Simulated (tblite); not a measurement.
Compound: C5H10FSSi (doublet state).
Atom-mapped SMILES: `[F:1][C@@H:2]1[SiH2:3][CH2:4][CH2:5][CH:6][C@@H:7]1[SH:8]` (hydrogens: H9 on C2; H10, H11 on Si3; H12, H13 on C4; H14, H15 on C5; H16 on C6; H17 on C7; H18 on S8)

Structure optimised with GFN2-xTB, isolated species. This method treats the open shell by occupation alone, without spin polarisation.

Give the optimised bond lengths and angles.

| bond | length (bohr) | order |
| --- | --- | --- |
| F1–C2 | 2.617 | single |
| C2–Si3 | 3.625 | single |
| Si3–C4 | 3.595 | single |
| C4–C5 | 2.900 | single |
| C5–C6 | 2.805 | single |
| C6–C7 | 2.724 | single |
| C7–S8 | 3.677 | single |
| C2–C7 | 2.873 | single |
| C2–H9 | 2.078 | single |
| Si3–H10 | 2.759 | single |
| Si3–H11 | 2.765 | single |
| C4–H12 | 2.058 | single |
| C4–H13 | 2.063 | single |
| C5–H14 | 2.066 | single |
| C5–H15 | 2.080 | single |
| C6–H16 | 2.041 | single |
| C7–H17 | 2.063 | single |
| S8–H18 | 2.519 | single |

Orders are formal, as drawn. A selection of angles:
| angle | degrees |
| --- | --- |
| F1–C2–Si3 | 112.3 |
| F1–C2–C7 | 109.9 |
| Si3–C2–C7 | 112.1 |
| C2–Si3–C4 | 98.3 |
| Si3–C4–C5 | 111.2 |
| C4–C5–C6 | 115.2 |
| C5–C6–C7 | 124.0 |
| C6–C7–S8 | 107.4 |
| C2–C7–C6 | 115.7 |
| C2–C7–S8 | 106.3 |
| H18–S8–C7 | 94.0 |

Dihedral angles: F1–C2–Si3–C4 -175° (antiperiplanar); C2–Si3–C4–C5 51° (synclinal); Si3–C4–C5–C6 -52° (synclinal); C4–C5–C6–C7 49° (synclinal); C5–C6–C7–S8 70° (synclinal); F1–C2–C7–C6 177° (antiperiplanar); H18–S8–C7–C6 57° (synclinal).

The 4 C–C bonds span 1.441 Å (C6–C7, drawn single) to 1.535 Å (C4–C5, drawn single), a spread of 0.094 Å. Of the pairs four or more bonds apart, S8···H15 is among the closest relative to their van der Waals radii: 3.07 Å, 102 % of the sum of Bondi's values. C6 (carbon bonded to 2 C and H) is almost planar (angles 124.0°, 117.0° and 116.5°, sum 357.5°, 0.12 Å off the plane of its three neighbours). Si3 (silicon bonded to 2 C and 2 H) is distorted tetrahedral (angles from 98.3° to 113.4°). The 6-membered ring C2–Si3–C4–C5–C6–C7 has internal angles of 98.3° to 124.0° (sum 677°, against 720° for a flat polygon); it is puckered, 0.24 Å rms from its mean plane, widest ring torsion 52°.

Point group: C1 (no symmetry element, even within 0.4 Å). Its GFN2-xTB frequencies are all real (lowest 82 cm⁻¹). Torsions: C6–C7–S8–H 57°, F1–C2–Si3–C4 -175°, C2–Si3–C4–C5 51°, Si3–C4–C5–C6 -52°, C4–C5–C6–C7 49°.

One conformer stands for the species.

The numbers are calculated, not measured.
